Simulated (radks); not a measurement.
The xenon ion Xe2+ inside a hard spherical wall (all orbitals vanish at R), configuration held at [Kr] 4d10 5s2 5p4 and not refilled when levels cross. Method: scalar-relativistic Kohn-Sham, PBEsol, spin-unpolarised, spherical densities, finite nucleus; Fermi nuclear charge, rms radius 4.7859 fm; computed with a radial shooting solver on a logarithmic mesh with Libxc functionals. Eigenvalues in eV, with the zero of energy where the potential of the charges vanishes at infinity; a dash marks a level that is unbound or too diffuse for the functional's potential to be trusted. A positive occupied level is held by the wall or, in an anion where self-interaction has pushed it up, behind a barrier. The pressure on the wall is -dE/dV.

R (bohr),E (hartree),kinetic (hartree),e(4p),e(4d),e(5s),e(5p),"e(5d, empty)","e(6s, empty)",pressure (GPa)
free,-7442.73008,7825.786,-162.42,-80.590,-39.367,-26.670,-11.631,-11.331,0
20,-7442.73008,7825.786,-162.42,-80.590,-39.367,-26.670,-11.631,-11.331,< 0.0001
12,-7442.73008,7825.786,-162.42,-80.590,-39.367,-26.670,-11.631,-11.330,< 0.0001
10,-7442.73008,7825.786,-162.42,-80.590,-39.367,-26.670,-11.629,-11.315,< 0.0001
7,-7442.72989,7825.789,-162.41,-80.581,-39.360,-26.662,-11.500,-10.733,0.0207
6,-7442.72818,7825.810,-162.35,-80.518,-39.311,-26.609,-11.163,-9.506,0.282
5,-7442.71216,7825.964,-161.95,-80.129,-39.014,-26.263,-9.991,-5.848,3.68
4,-7442.57548,7826.945,-159.96,-78.194,-37.467,-24.325,-5.760,5.724,47.9
3,-7441.45486,7832.707,-152.01,-70.556,-29.646,-14.200,11.031,47.058,705
2,-7430.47737,7875.575,-120.76,-39.935,24.382,51.002,96.533,236.32,18000
1.5,-7394.48761,7997.809,-64.239,21.153,171.37,213.08,275.15,604.93,151000
